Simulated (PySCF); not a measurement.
SMILES Nc1ccccc1N (C6H8N2) (GFN2-xTB optimised geometry):

```
16

N     -1.388    -1.916     0.022
C     -0.703    -0.696     0.000
C     -1.379     0.514     0.051
C     -0.691     1.715     0.072
C      0.690     1.716     0.031
C      1.379     0.515     0.000
C      0.703    -0.696     0.000
N      1.388    -1.914    -0.073
H     -2.376    -1.818    -0.163
H     -0.966    -2.624    -0.563
H     -2.461     0.508     0.069
H     -1.237     2.646     0.109
H      1.237     2.647     0.033
H      2.461     0.510    -0.018
H      2.376    -1.825     0.118
H      0.964    -2.647     0.478
```

Method: PBE/def2-TZVP (PySCF).

### Question
What are the frontier orbital energies and the dipole moment?

### Answer
HOMO-2 -7.29 eV, HOMO-1 -5.36 eV, HOMO -4.49 eV, LUMO -0.60 eV, LUMO+1 -0.22 eV; dipole moment 1.75 D.

Meta-Löwdin charges at PBE/def2-TZVP: N1 -0.45, C2 0.07, C3 -0.17, C4 -0.14, C5 -0.14, C6 -0.17, C7 0.07, N8 -0.45, H9 0.23, H10 0.23, H11 0.11, H12 0.12, H13 0.12, H14 0.11, H15 0.23, H16 0.23.
